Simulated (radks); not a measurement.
Results of a calculation; reference values are marked as such.
Species: the hafnium ion Hf19+. Configuration: [Kr] 4d10 4f7 (the NIST ground configuration). Code: a radial shooting solver on a logarithmic mesh with Libxc functionals. Model: non-relativistic Kohn-Sham, TPSS, spin-polarised, spherical densities, point nucleus; open shells are filled with parallel spins first (spin-orbit coupling, left out, can overturn this in heavy ions); meta-GGA in the generalised Kohn-Sham scheme; relativity is left out, which matters for an element this heavy.

Normalised radial functions P(r) = r R(r), r in bohr:

| r | 4p down | 4d up | 4f down |
|---|---|---|---|
| 0.002731 | 0.0134 | 0.0002 | 0.0000 |
| 0.0035 | 0.0213 | 0.0003 | 0.0000 |
| 0.004485 | 0.0338 | 0.0007 | 0.0000 |
| 0.005747 | 0.0530 | 0.0015 | 0.0000 |
| 0.007364 | 0.0820 | 0.0030 | 0.0000 |
| 0.009437 | 0.1248 | 0.0059 | 0.0001 |
| 0.01209 | 0.1857 | 0.0117 | 0.0002 |
| 0.0155 | 0.2684 | 0.0228 | 0.0004 |
| 0.02002 | 0.3769 | 0.0442 | 0.0010 |
| 0.02565 | 0.4964 | 0.0817 | 0.0025 |
| 0.03287 | 0.6078 | 0.1455 | 0.0059 |
| 0.04212 | 0.6685 | 0.2476 | 0.0138 |
| 0.05398 | 0.6167 | 0.3973 | 0.0308 |
| 0.06917 | 0.3904 | 0.5907 | 0.0658 |
| 0.08864 | -0.0270 | 0.7942 | 0.1332 |
| 0.1136 | -0.5440 | 0.9288 | 0.2524 |
| 0.1456 | -0.9282 | 0.8737 | 0.4427 |
| 0.1865 | -0.8825 | 0.5171 | 0.7082 |
| 0.239 | -0.2627 | -0.1435 | 1.0185 |
| 0.3063 | 0.7079 | -0.9206 | 1.2997 |
| 0.3957 | 1.5079 | -1.4916 | 1.4496 |
| 0.5071 | 1.6336 | -1.5542 | 1.3732 |
| 0.6498 | 1.1788 | -1.1717 | 1.0903 |
| 0.8327 | 0.5767 | -0.6373 | 0.7001 |
| 1.067 | 0.1825 | -0.2364 | 0.3430 |
| 1.367 | 0.0340 | -0.0550 | 0.1170 |
| 1.752 | 0.0032 | -0.0070 | 0.0246 |

4p down: eigenvalue -817.62 eV, 2 radial nodes at r = 0.0874, 0.257 bohr, <r> = 0.498 bohr, 90 % of the charge inside 0.717 bohr. 4d up: eigenvalue -679.03 eV, 1 radial node at r = 0.228 bohr, <r> = 0.504 bohr, 90 % of the charge inside 0.743 bohr. 4f down (empty): eigenvalue -476.46 eV, 0 radial nodes, <r> = 0.512 bohr, 90 % of the charge inside 0.794 bohr.
